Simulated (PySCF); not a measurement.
Species: C₃H₈O₃S.
Structure used (PBE0-D3(BJ)/def2-SVP), in Å, numbered top down from 1:
```
atom  x, y, z in Å
C1    -1.7857    0.5970   -0.0698
C2    -0.9921   -0.6952    0.0446
C3     0.4234   -0.6328   -0.5129
S4     1.4667    0.4591    0.4417
O5     1.1717    1.8353    0.1091
O6     1.4930   -0.0051    1.8208
O7     2.9266    0.1189   -0.1955
H8    -1.8404    0.9417   -1.1143
H9    -1.3306    1.4071    0.5171
H10   -2.8137    0.4492    0.2913
H11   -1.5080   -1.5064   -0.4949
H12   -0.9315   -1.0163    1.0974
H13    0.4657   -0.2558   -1.5459
H14    0.9209   -1.6122   -0.4689
H15    3.4218   -0.3596    0.4872
```

The calculation used PySCF 2.14.0, density-fitted response routines, TDDFT wB97X-D/def2-SVPD, vertical, gas phase, core orbitals frozen in the response.

Transition dipole moments from the ground state, in atomic units and in the frame of the coordinates above (overall signs are arbitrary), for the states with f of 0.002 or more among the lowest 7:

```csv
state,E (hartree),μx,μy,μz
S1,0.3056,0.219,-0.007,0.103
S2,0.3109,-0.115,-0.041,-0.207
S3,0.3147,0.461,0.279,0.061
S4,0.3183,-0.227,0.075,0.016
S5,0.3241,0.105,-0.003,0.057
S6,0.3334,-0.019,0.332,0.016
S7,0.3369,-0.116,0.047,0.307
```

Work out the oscillator strengths.

f = (2/3) ΔE |μ|² with ΔE in hartree (27.2114 eV).

```json
{"state": "S1", "|μ|² (au)": "0.058", "|μ| (D)": "0.61", "f": "0.012"}
{"state": "S2", "|μ|² (au)": "0.058", "|μ| (D)": "0.61", "f": "0.012"}
{"state": "S3", "|μ|² (au)": "0.294", "|μ| (D)": "1.38", "f": "0.062"}
{"state": "S4", "|μ|² (au)": "0.057", "|μ| (D)": "0.61", "f": "0.012"}
{"state": "S5", "|μ|² (au)": "0.014", "|μ| (D)": "0.30", "f": "0.003"}
{"state": "S6", "|μ|² (au)": "0.111", "|μ| (D)": "0.85", "f": "0.025"}
{"state": "S7", "|μ|² (au)": "0.110", "|μ| (D)": "0.84", "f": "0.025"}
```

Which bond between heavy atoms lies closest to the direction of the S3 transition dipole?

C3–S4, at 29° from it; next C2–C3 at 40°.

What angle do the transition dipoles of S2 and S4 make?

|cos θ| = |μa·μb| / (|μa| |μb|) = 0.35, so θ ≈ 70° (taken between 0 and 90°, since the signs are arbitrary).

What peak molar absorption coefficient would the strongest computed level give as a lone Gaussian band 0.4 eV wide at half height?

ε(max) = 2.175×10⁸ f / FWHM, with the width in cm⁻¹. S3: 2.175×10⁸ × 0.0617 / 3226 ≈ 4200 L mol⁻¹ cm⁻¹.

All these states lie below the vertical ionisation energy of 11.27 eV (ΔSCF).

On an Arm Neoverse V1 with one thread, shared host, this took 5.5 min wall (grids of density and orbitals included).

One conformer stands for the species.
